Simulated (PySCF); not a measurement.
## Running PySCF for CaF

Input:

```python
from pyscf import gto, scf, mp

mol = gto.M(
    atom='Ca 0 0 0; F 0 0 2.051',
    basis='3-21g',
    charge=0,
    spin=1,
    verbose=3,
)
mf = scf.UHF(mol)
mf.kernel()
mp.MP2(mf, frozen=6).kernel()
mf.dip_moment()
print('orbital energies (hartree):', [e[max(0, n-3):n+3].round(4) for e, n in zip(mf.mo_energy, mol.nelec)])
```

```bash
$ python input.py
```

The log (some set-up lines and the per-cycle HOMO/LUMO lines with their warnings removed):

```
converged SCF energy = -772.330570710756  <S^2> = 0.75105048  2S+1 = 2.0010502
E(UMP2) = -772.452472890431  E_corr = -0.12190217967441
E(SCS-UMP2) = -772.448042122041  E_corr = -0.117471411284087
Dipole moment(X, Y, Z, Debye):  0.00000, -0.00000, -3.62031
orbital energies (hartree): [array([-0.4123, -0.4123, -0.2225,  0.0196,  0.0196,  0.0697]), array([-0.4225, -0.4162, -0.4162,  0.0007,  0.0396,  0.0396])]
```

In short: E(SCF) = -772.330571 Eh, E(MP2) − E(SCF) = -0.12190 Eh, ⟨S²⟩ = 0.751, μz(SCF) = -3.62 D.

Wall time 1.1 s on one thread of a shared host.

The basis is very small, so the numbers show the basis as much as the system. The bond length is a typed value, not an optimised one. No search for the lowest solution was made.
